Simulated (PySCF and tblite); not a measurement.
The numbers below are computed, except where a source is named.
System: C₆H₉F, numbered as in [CH2:1]=[CH:2][C@H:3]([F:4])[CH:5]1[CH2:6][CH2:7]1.

The path came from a restrained scan, a climbing-image band and a saddle search at GFN2-xTB; energies are PBE0/pcSseg-1 + D3(BJ)//GFN2-xTB, thermal terms GFN2-xTB. Rate constants are transition-state-theory values, counting equivalent paths, without tunnelling. Run with tblite and PySCF.

Question: What barrier does the rotation about the C3–C5 bond (torsion C2–C3–C5–C6 from -153° to -49°, rising) meet, and how fast is it at 298 K?

Answer: The electronic barrier is 3.2 kcal/mol and ΔG‡(298 K) 3.9 kcal/mol, over a C1 saddle with an imaginary mode of 54i cm⁻¹ (GFN2-xTB). With 1 equivalent path, k is 9.4×10⁹ s⁻¹, a mean lifetime of the start of 110 ps against this motion. The end lies 0.8 kcal/mol above the start in free energy.
